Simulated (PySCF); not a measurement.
Compound: C5H5FP2.
InChI=1S/C5H5FP2/c1-4-7-3-2-5(6)8-4/h2-3H,1H3

The closed-shell ground state was solved at several levels (PySCF, density fitting, gas phase, non-relativistic). Geometry: PBE0-D3(BJ)/def2-SVP; no solvent, vibrations or thermal averaging.

```csv
level,basis functions,total energy (Eh),HOMO (eV),LUMO (eV),gap (eV),dipole (D)
PBE0/pcSseg-1,175,-975.4131,-7.17,-2.13,5.04,1.13
wB97X-D/def2-SVPD,211,-975.5340,-8.84,-0.52,8.32,1.15
```

Problem. What might mPW1PW91/pcSseg-1 (175 basis functions) give for the same quantities?

Solution. Total energy -975.9566 Eh, HOMO -7.20 eV, LUMO -2.16 eV, gap 5.04 eV, dipole 1.15 D.

Problem. How far do the dipole and the HOMO energy spread over the levels?

Solution. The dipole runs from 1.13 to 1.15 D (mean 1.14 D) and the HOMO from -8.84 to -7.17 eV.

Note: wB97X-D ran without an empirical dispersion term, which enters the total energy and its gradient alone.
